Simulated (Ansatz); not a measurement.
Total energies of CH$_{3}$GaS, SMILES `[CH2]1[S][GaH]1`.

Cartesian coordinates in Å:
```
C 0.592 -0.475 0.328
S 1.046 0.988 -0.770
Ga -0.992 0.442 -0.288
H 0.932 -0.358 1.353
H 0.875 -1.432 -0.101
H -2.452 0.836 -0.522
```

The species carries charge 0 and has multiplicity 1. Correlated methods include outer-core shells of Ga, which these sets cover unevenly. Scalar relativity is left out up to krypton. The geometry is a stationary point of PBE0-D4/def2-TZVP. Basis def2-TZVPP, Ansatz.

RPA on PBE orbitals: Hartree–Fock energy of these orbitals -2360.34002 Eh, correlation -0.92549 Eh (frozen core).

| functional | kind | energy without D4 (Eh) | D4 term (kJ/mol) |
| --- | --- | --- | --- |
| LDA (SPW92) | LDA | -2358.19322 | – |
| PBE | GGA | -2362.44866 | -12.4 |
| revPBE | GGA | -2362.74328 | -34.8 |
| BLYP | GGA | -2363.00982 | -27.4 |
| r2SCAN | meta-GGA | -2362.90290 | -2.6 |
| B97M-V | meta-GGA with VV10 | -2362.49707 | – |
| PBE0 | global hybrid, 25 % exact exchange | -2362.52357 | -10.4 |
| B3LYP | global hybrid, 20 % | -2363.03198 | -20.6 |
| r2SCANh | meta-GGA hybrid, 10 % | -2362.88780 | -2.9 |
| r2SCAN0 | meta-GGA hybrid, 25 % | -2362.86647 | -3.2 |
| HSE06 (plane-wave form) | screened hybrid | -2362.51335 | -9.8 |
| BHLYP | global hybrid, 50 % | -2362.90445 | -17.9 |
| CAM-B3LYP | range-separated hybrid | -2363.06401 | -10.7 |
| LC-ωPBE | long-range corrected hybrid | -2362.56878 | – |
| ωB97X-V | range-separated hybrid GGA with VV10 | -2362.71197 | – |
| ωB97M-V | range-separated hybrid meta-GGA with VV10 | -2362.81448 | – |
| B2PLYP | double hybrid | -2362.43335 | – |
| PBE-QIDH | double hybrid | -2362.09324 | – |

B3LYP takes the VWN-RPA correlation (the form of Gaussian; ORCA's B3LYP/G). HSE06 is the plane-wave form, built on full-range PBE exchange. The double hybrids freeze the cores in their second-order part.

LC-ωPBE has ω = 0.4 bohr⁻¹.
